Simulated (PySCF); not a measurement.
# A small calculation by hand: dipole moment from atomic charges

C3HF4, SMILES F/C=[C]/C(F)(F)F, multiplicity 2. Atoms are numbered in the order given.

```xyz
8

F      0.2617     2.8979     0.0000
C     -0.2919     1.6911     0.0000
C      0.3955     0.5692     0.0000
C      0.0544    -0.8671     0.0000
F      0.5376    -1.4945    -1.0805
F      0.5376    -1.4945     1.0805
F     -1.2877    -1.0284     0.0000
H     -1.3912     1.7171     0.0000
```
Charge 0, spin multiplicity 2.

Coordinates come from a B3LYP-D3(BJ)/def2-SVP optimisation. The isomer is the one that the SMILES or the coordinates give; other isomers of the formula were not compared.

Charges (e) from PBE/def2-TZVP (PySCF):

```json
[
 {"atom": "F1", "Mulliken": "-0.126", "ESP fit": "-0.061"},
 {"atom": "C2", "Mulliken": "0.063", "ESP fit": "-0.068"},
 {"atom": "C3", "Mulliken": "-0.108", "ESP fit": "-0.033"},
 {"atom": "C4", "Mulliken": "0.396", "ESP fit": "0.377"},
 {"atom": "F5", "Mulliken": "-0.118", "ESP fit": "-0.128"},
 {"atom": "F6", "Mulliken": "-0.118", "ESP fit": "-0.128"},
 {"atom": "F7", "Mulliken": "-0.127", "ESP fit": "-0.145"},
 {"atom": "H8", "Mulliken": "0.138", "ESP fit": "0.186"}
]
```

The dipole moment of the full density is 1.36 D.

Q: What dipole moment does each set of point charges give, and which comes closer to that of the density?

A: 
μ = Σ q r, and 1 e Å = 4.8032 D.
Mulliken: Σ q r = (-0.228, 0.057, 0.000) e Å, |μ| = 1.13 D.
ESP fit: Σ q r = (-0.198, 0.214, 0.000) e Å, |μ| = 1.40 D.
ESP fit comes closer in size. Point charges leave out the atoms' own dipoles (lone pairs, polarised bonds); fits to the potential absorb them, partitions of the density don't.
